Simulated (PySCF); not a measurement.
SMILES [OH-] (charge -1), singlet, CAM-B3LYP/def2-SVP optimised geometry.

```
2

O     -0.49     0.00     0.00
H      0.49     0.00     0.00
```

Density from CAM-B3LYP/def2-TZVPD run with PySCF at that geometry.

Minimum of the electron density along straight lines between bonded atoms, close to the bond critical point (lines longer than 1.1 times the sum of covalent radii, or with two minima, are not listed):

```tsv
bond	length / Å	ρ at the minimum / e bohr⁻³	∇²ρ there / e bohr⁻⁵	position (fraction from the first atom)
O1–H2	0.985	0.336	-1.83	0.77
```
